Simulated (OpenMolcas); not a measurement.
# Multiconfigurational calculation on Be II

Input:

```
&GATEWAY
Coord
1

Be 0.0 0.0 0.0
Basis=ANO-RCC-VQZP
Group=XYZ
NoMove
AngMom=0.0 0.0 0.0
AMFI
&SEWARD
&RASSCF
FileOrb=start.orb
Symmetry=1
Spin=2
nActEl=1 0 0
Inactive=1 0
Ras2=1 3
CIRoot=1 1 1
SDav=1
CIMx=300
Iter=120 100
PrWF=0.3
OrbListing=Nothing
MaxOrb=0
Atom
>>> COPY $Project.JobIph JOB001
&RASSCF
FileOrb=start.orb
Symmetry=2
Spin=2
nActEl=1 0 0
Inactive=1 0
Ras2=1 3
CIRoot=3 3 1
SDav=3
CIMx=300
Iter=120 100
PrWF=0.3
OrbListing=Nothing
MaxOrb=0
Atom
>>> COPY $Project.JobIph JOB002
&RASSI
NrOfJobIphs=2 1 3
1
1 2 3
IphNames
JOB001
JOB002
EJob
SpinOrbit
DIPRint=1.0
SOCoupling=1000.0
Subsets=2
MEES
Property=10
'ANGMOM' 1 'ANGMOM' 2 'ANGMOM' 3 'MLTPL  1' 1 'MLTPL  1' 2 'MLTPL  1' 3
'AMFI' 1 'AMFI' 2 'AMFI' 3 'MLTPL  2' 6
SOProperty=3
'ANGMOM' 1 'ANGMOM' 2 'ANGMOM' 3
```

Launched by
```bash
OMP_NUM_THREADS=1 MOLCAS_MEM=2252 MOLCAS_PROJECT=a pymolcas a.inp > a.log  # once for each step of the input, in one work folder
```

A driver script runs the steps one by one and writes start.orb anew before each from the orbitals found so far.

Output, cut to the results:

```
--- SEWARD ---
Basis set label: BE.ANO-RCC...5S4P3D2F1G.

      Electronic valence basis set:
      ------------------
      Associated Effective Charge   4.000000 au
      Associated Actual Charge      4.000000 au
      Nuclear Model: Point charge

      Shell  nPrim  nBasis  Cartesian Spherical Contaminant
         s      14       5        X
         p       9       4        X
         d       5       3                 X
         f       2       2                 X
         g       1       1                 X
                  Relativistic Douglas-Kroll-Hess integrals:
                    - DKH order of Hamiltonian: 2
                    - DKH order of Properties : 0
                  Atomic mean-field integrals
--- RASSCF ---
Wave function specifications:
      -----------------------------

      Number of closed shell electrons           2
      Number of electrons in active shells       1
      Max number of holes in RAS1 space          0
      Max nr of electrons in RAS3 space          0
      Number of inactive orbitals                1
      Number of active orbitals                  4
      Number of secondary orbitals              50
      Spin quantum number                      0.5
      State symmetry                             1
Orbital specifications:
      -----------------------

      Symmetry species                           1   2
                                                ag  au
      Frozen orbitals                            0   0
      Inactive orbitals                          1   0
      Active orbitals                            1   3
      RAS1 orbitals                              0   0
      RAS2 orbitals                              1   3
      RAS3 orbitals                              0   0
      Secondary orbitals                        27  23
      Deleted orbitals                           0   0
      Number of basis functions                 29  26
      Number of CSFs                             1
      Number of root(s) required                 1
      Iter CI   SX   CI       RASSCF       Energy    max ROT     max BLB   max BLB  Level Ln srch  Step   QN
          iter iter root      energy       change     param      element    value   shift minimum  type update
 Nr of preliminary CI iterations:   1
 ###############################################################################
 ###############################################################################
 ###                                                                         ###
 ###                                                                         ###
 ###    WARNING: Problems in orbital optimization.                           ###
 ###                                                                         ###
 ###                                                                         ###
 ###############################################################################
 ###############################################################################
  Warning: In symmetry  2, orbital p=   1 has diagonal density matrix element D(p,p) close to zero. D(p,p)=  0.000000E+00
  Warning: In symmetry  2, orbital p=   2 has diagonal density matrix element D(p,p) close to zero. D(p,p)=  0.000000E+00
        ...
  Warning: In symmetry  2, orbital p=   1 has diagonal density matrix element D(p,p) close to zero. D(p,p)=  0.000000E+00
  Warning: In symmetry  2, orbital p=   2 has diagonal density matrix element D(p,p) close to zero. D(p,p)=  0.000000E+00
  Warning: In symmetry  2, orbital p=   3 has diagonal density matrix element D(p,p) close to zero. D(p,p)=  0.000000E+00
        4   1    1    1   -14.27981770   -5.33E-15   0.00E+00    1   4 1 -3.59E-08   0.50   0.00    SX    NO
      Convergence after  4 iterations
        5   1    1    1   -14.27981770    3.20E-14   0.00E+00    1   4 1 -3.59E-08   0.50   0.00    SX    NO
      Natural orbitals and occupation numbers for root  1
      sym 1:   1.000000
      sym 2:   0.000000   0.000000   0.000000
::    RASSCF root number  1 Total energy:    -14.27981770
--- RASSCF ---
Wave function specifications:
      -----------------------------

      Number of closed shell electrons           2
      Number of electrons in active shells       1
      Max number of holes in RAS1 space          0
      Max nr of electrons in RAS3 space          0
      Number of inactive orbitals                1
      Number of active orbitals                  4
...
--- RASSI ---
SPIN-FREE ENERGIES:
  (Shifted by EMIN (a.u.) =        -14.2798176998)

 SF State       Relative EMIN(au)   Rel lowest level(eV)    D:o, cm**(-1)      L_eff

     1             0.0000000000        0.0000000000              0.0000         0.0
     2             0.1476347503        4.0173462135          32402.0824         1.0
     3             0.1476347503        4.0173462135          32402.0824         1.0
     4             0.1476347503        4.0173462135          32402.0824         1.0
     Dipole printing threshold changed to   1.00000000E+00

++ Dipole transition strengths (spin-free states):
   -----------------------------------------------
     for osc. strength at least  1.00000000E+00

  ( Max oscillator strength is only   0.17519174257960574      )
--
Eigenvalues of complex Hamiltonian:
   -----------------------------------
  (Shifted by EMIN (a.u.) =        -14.2798176998)

 SO State       Relative EMIN(au)   Rel lowest level(eV)    D:o, cm**(-1)     J-value

     1             0.0000000000        0.0000000000              0.0000         0.4
     2             0.0000000000        0.0000000000              0.0000         0.4
     3             0.1476209581        4.0169709093          32399.0554         0.4
     4             0.1476209581        4.0169709093          32399.0554         0.4
     5             0.1476416464        4.0175338656          32403.5959         1.0
     6             0.1476416464        4.0175338656          32403.5959         1.0
     7             0.1476416464        4.0175338656          32403.5959         1.3
     8             0.1476416464        4.0175338656          32403.5959         1.3
Weights of the five most important spin-orbit-free states for each spin-orbit state.

 SO State  Total energy (au)           Spin-free states, spin, and weights
 -------------------------------------------------------------------------------------------------------
...
```

The J values that RASSI prints are effective ones from its own formula and need not be integers or half-integers; the table below assigns J from the states.

Levels above the lowest, from the spin-orbit matrix, grouped by J:

| Configuration | Term | J | E (eV) | Measured (eV) | g | Term weight % |
| --- | --- | --- | --- | --- | --- | --- |
| 2s | 2S | 1/2 | 0.0000 | 0.0000 | 2.002 | 100 |
| 2p | 2P* | 1/2 | 4.0170 | 3.9587 | 0.666 | 100 |
| 2p | 2P* | 3/2 | 4.0175 | 3.9595 | 1.334 | 100 |

Against the 2 measured excited levels shown (NIST Handbook of Basic Atomic Spectroscopic Data) the mean absolute deviation is 470 cm-1; the largest miss in energy is 2p 2P* 1/2: computed 4.0170, measured 3.9587 eV (+1.5 %).

ANO sets are built for ground and valence states and can reach diffuse excited orbitals poorly. With one active electron the reference holds no correlation, so core polarisation is missing. Measured partners are found by configuration, term and J. A level has none where our copy of the source lacks it or the pairing is in doubt (some pairs that miss far off the trend of their configuration count as doubtful), and it then counts in no deviation. Levels of configurations outside the active space are missing.

The RASSCF and RASSI steps took 6.8 s on 1 thread of Arm Neoverse V1 (shared host); the integral step is not counted.

The term weight is that of the spin-free term in the level, not the purity of its configuration. * marks odd parity.
